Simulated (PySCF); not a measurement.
**Frontier orbitals and the lowest excitations**

Methane selenol, CH₄Se.
Cartesian coordinates in Å at the PBE0-D3(BJ)/def2-TZVP level; atoms count from 1:
```xyz
6
CH4Se angstrom
C     -0.534   -0.100    0.016
Se     1.329   -0.560   -0.331
H     -0.677    0.143    1.066
H     -0.848    0.724   -0.620
H     -1.113   -0.988   -0.231
H      1.866    0.751    0.055
```

Computed, not measured: TDDFT CAM-B3LYP/aug-cc-pVTZ, vertical, gas phase, core orbitals frozen in the response (PySCF). Isolated species at its PBE0-D3(BJ)/def2-TZVP geometry, gas phase. Relativistic effects, spin–orbit coupling among them, are left out although an element past zinc is present.

Frontier orbitals with the atoms that hold most of them (Löwdin shares over 4%, at most four atoms; ? is withheld):

| orbital | ε (eV) | atoms |
| --- | --- | --- |
| HOMO-3 | -13.57 | C1 51%, H3 17%, H4 17%, H5 7% |
| HOMO-2 | -11.95 | C1 31%, Se2 30%, H6 21%, H5 11% |
| HOMO-1 | -10.50 | ? |
| HOMO | -7.85 | Se2 69%, C1 15%, H6 12% |
| LUMO | 0.08 | ? |
| LUMO+1 | 0.50 | H6 40%, Se2 31%, C1 19%, H5 6% |
| LUMO+2 | 0.89 | H5 38%, Se2 28%, C1 24%, H4 5% |

Give the leading atoms of the HOMO-1.

Se2 (bonded to C and H) 57%; C1 (bonded to Se and 3 H) 22%; H6 (bonded to Se) 12%.

Give the leading atoms of the LUMO.

H4 (bonded to C) 22%; H3 (bonded to C) 22%; H6 (bonded to Se) 21%; H5 (bonded to C) 21%.

How does S1 compare with the orbital gap of 7.93 eV?

S1 is at 4.72 eV (f = 0.0050), 3.21 eV below the gap, made of HOMO→LUMO (61%), HOMO→LUMO+4 (28%). Without the coupling terms of the response equations the lowest excitation would equal the gap.

Next come S2 at 5.37 eV (f 0.033), HOMO→LUMO+1 (72%); S3 at 6.24 eV (f 0.016), HOMO→LUMO+4 (40%), HOMO→LUMO (24%), HOMO→LUMO+1 (12%); S4 at 6.50 eV (f 0.0000), HOMO→LUMO+2 (76%); S5 at 6.59 eV (f 0.020), HOMO→LUMO+3 (91%).

Löwdin shares depend on the basis, the more so with diffuse functions.
